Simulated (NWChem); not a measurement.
System: SiH$_{3}$OF; SMILES O[SiH2]F

```xyz
6

Si    -0.4548     0.0188     0.0010
O      0.4607    -1.3526    -0.0714
F      0.4705     1.3390    -0.0219
H     -1.2987     0.0012    -1.2099
H     -1.2440     0.0821     1.2577
H      0.9899    -1.5765     0.7066
```
Atoms are numbered in this order, from 1.

Computed with NWChem. Coordinates come from a B3LYP/6-31G* (spherical d) optimisation. Ions are spin-unrestricted doublets at the neutral geometry; other ion states weren't tried. Functional: LC-ωPBE (HJS hole) with def2-SVP; rows give the range parameter ω in 1/bohr.

At which range parameter does −ε(HOMO) equal the ΔSCF ionisation energy (optimal tuning)?

about 0.48 per bohr, by linear interpolation in these runs:
```json
[
 {"range parameter (1/bohr)": "0.05", "vertical ionisation energy, ΔSCF (eV)": "11.26", "−ε(HOMO) (eV)": "8.32", "ΔSCF minus −ε(HOMO) (eV)": "2.94"},
 {"range parameter (1/bohr)": "0.10", "vertical ionisation energy, ΔSCF (eV)": "11.31", "−ε(HOMO) (eV)": "9.05", "ΔSCF minus −ε(HOMO) (eV)": "2.26"},
 {"range parameter (1/bohr)": "0.30", "vertical ionisation energy, ΔSCF (eV)": "11.88", "−ε(HOMO) (eV)": "11.28", "ΔSCF minus −ε(HOMO) (eV)": "0.60"},
 {"range parameter (1/bohr)": "0.40", "vertical ionisation energy, ΔSCF (eV)": "12.21", "−ε(HOMO) (eV)": "12.01", "ΔSCF minus −ε(HOMO) (eV)": "0.20"},
 {"range parameter (1/bohr)": "0.50", "vertical ionisation energy, ΔSCF (eV)": "12.49", "−ε(HOMO) (eV)": "12.55", "ΔSCF minus −ε(HOMO) (eV)": "-0.06"}
]
```
